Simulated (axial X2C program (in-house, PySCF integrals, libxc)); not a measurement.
ScSe⁻: cheaper levels and CCSD(T), 2c

Computed with an axial X2C code built on PySCF integrals. Two-component (2c) means X2C with spin–orbit coupling and atomic mean-field two-electron Coulomb and Gaunt terms. Basis: Se dyall-acv3z [9s10p7d5f1g], Sc dyall-acv3z [11s12p8d5f2g] (cores contracted in-house); Gaussian nuclei, density fitting, unrestricted open shells. Masses: Se 79.917 u, Sc 44.956 u.

State: Ω = 0 (closed shell); fragments Se- + Sc.

```tsv
level	Re (Å)	ωe (cm⁻¹)	De (eV)
PBE0	2.309	396.6	3.82
HF	2.365	391.2	1.90
MP2	2.348	389.6	3.70
CCSD	2.361	385.2	3.43
BP86	2.322	377.6	4.23
```

Correlated methods: 10 electrons correlated (number of frozen shells: Se 3 s, 2 p, 1 d; Sc 3 s, 2 p), 366 virtual spin orbitals or spinors in MP2, 90 natural virtuals in coupled cluster.

CCSD(T), same Hamiltonian and basis:

Re = 2.365 Å, ωe = 379.3 cm⁻¹, De = 3.74 eV; T1 = 0.033 (Lee–Taylor normalisation).

Problem. Give the differences from CCSD(T) in the columns below.

Solution. 

```json
{"level": "PBE0", "ΔRe (Å)": "-0.056", "Δωe (cm⁻¹)": "17", "ΔDe (eV)": "0.08"}
{"level": "HF", "ΔRe (Å)": "0.000", "Δωe (cm⁻¹)": "12", "ΔDe (eV)": "-1.84"}
{"level": "MP2", "ΔRe (Å)": "-0.017", "Δωe (cm⁻¹)": "10", "ΔDe (eV)": "-0.04"}
{"level": "CCSD", "ΔRe (Å)": "-0.004", "Δωe (cm⁻¹)": "6", "ΔDe (eV)": "-0.31"}
{"level": "BP86", "ΔRe (Å)": "-0.043", "Δωe (cm⁻¹)": "-2", "ΔDe (eV)": "0.49"}
```

Occupations by symmetry block were frozen at the best pattern of an incomplete PBE0 search. The closed shell is kept restricted, so the energy runs too high when the bond is stretched far. De is counted from the lowest determinant-based energies of the atoms at the same level, without counterpoise correction. Coupled cluster ran in a truncated set of natural virtual spinors; the MP2 energy of the rest was added. (T) has no such correction and the atoms are truncated less, which lowers De at CCSD(T) by a hundredth of an eV or more. In 2c an atomic determinant is not the ground J level, so De misses part of the atomic spin–orbit lowering. This holds for PBE0, BP86. The functionals have no current-density term, which raises determinants with orbital currents, atoms included. The outer-core s and p shells of the metal are frozen in the correlated rows, which leaves out core–valence correlation; for alkali and alkaline-earth bonds that tends to lengthen them. The highest occupied level of some functionals is positive through self-interaction error; at Hartree–Fock it is bound. The T1 diagnostic is large, a sign of multireference character. With the outer-core shells frozen, correlated bond lengths of heavy atoms tend to come out a few hundredths of an ångström too long. Hartree–Fock gets electron affinities wrong, so its lowest charge split need not be the true one.
